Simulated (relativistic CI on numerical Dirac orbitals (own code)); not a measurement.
What each ingredient does to the levels of Pb⁷⁸⁺

Base calculation: Dirac-Coulomb-Breit CI, KLI orbitals optimised for each configuration, a model potential for QED, unscaled Slater integrals.

Configurations in the expansion (outside the closed core 1s2): 2s², 2s2p, 2p², 2p3s, 2p3p, 2s3s, 2s3p, 2s3d, 2s4s, 2s4p, 2s4d, 2s4f, 3s², 3s3p, 3p². Levels of other configurations are missing.

Variants: (1) P86 correlation estimate; (2) Breit term removed; (3) one mean potential for all configurations. Shifts of the energy above 2s² ¹S0, in eV, for the lowest level and the first level of each name with at least 55 % of one term (blank where a level changes its place among those of its configuration and J or its character, or is not in the variant):

| Level | Base | Δ(1) | Δ(2) | Δ(3) |
| --- | --- | --- | --- | --- |
| 2s² ¹S0 | 0.0 | 0.0 | 0.0 | 0.0 |
| 2s2p ³P°0 | 209.5 | -0.2 | -26.0 | +0.2 |
| 2s2p ³P°1 | 246.9 | -0.2 | -18.7 | +0.2 |
| 2p² ³P0 | 581.7 | -0.4 | -54.0 | +0.8 |
| 2s2p ³P°2 | 2587.9 | -0.2 | +9.7 | +0.2 |
| 2s2p ¹P°1 | 2692.1 | -0.2 | +5.0 | +0.2 |
| 2p² ³P1 | 2909.2 | -0.5 | -22.4 | +0.6 |
| 2p² ¹D2 | 2927.1 | -0.5 | -10.8 | +0.6 |
| 2p² ³P2 | 5303.3 | -0.5 | +12.1 | +0.4 |
| 2p² ¹S0 | 5381.9 | -0.5 | -1.4 | +0.4 |
| 2s3s ³S1 | 13987.7 | +0.9 | +21.2 | -0.4 |
| 2s3s ¹S0 | 14028.9 | +0.9 | +18.7 | -0.2 |
| 2s3p ³P°1 | 14083.5 | +1.0 | +14.9 | -0.3 |
| 2s3p ³P°0 | 14084.2 | +1.0 | +11.1 | -0.3 |

At this charge energies of transitions that change n are usually good to better than 1 %, and those within a shell (Δn = 0) to a few per cent.

Ionisation energy from the two ground configurations alone: base 24547.4 eV; Breit term removed 24574.9 eV. The NIST ASD value (theoretical) is 24550 eV.

LS names give the leading component of a level, which can be under half, so a name can repeat, a term be missing and a line seem to break the LS rules.
